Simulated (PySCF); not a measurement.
## Ionisation energy of Ga by level of theory

Ga [Ar] 3d10 4s2 4p1 (2P) → Ga⁺ [Ar] 3d10 4s2 (1S), as a difference of total energies. Computed with PySCF 2.14 in def2-TZVP (6s5p4d1f, 48 functions), with the non-relativistic Hamiltonian (point nucleus). Correlated levels: valence: [Ar] 3d10 frozen. The calculations carry no spin-orbit coupling.

```csv
method,ionisation energy (eV),difference from reference (eV)
UHF,5.553,-0.378
PBE0,5.999,+0.068
MN15,6.016,+0.085
MP2 (valence),5.756,-0.175
SCS-MP2 (valence),5.739,-0.192
CCSD (valence),5.816,-0.115
CCSD(T) (valence),5.839,-0.092
```

Reference: 5.931 eV (measured; NIST levels, between the centres of gravity of the two terms).

These non-relativistic numbers lack the scalar-relativistic shift.

Errors of the correlated levels include the incompleteness of this basis and the frozen core.
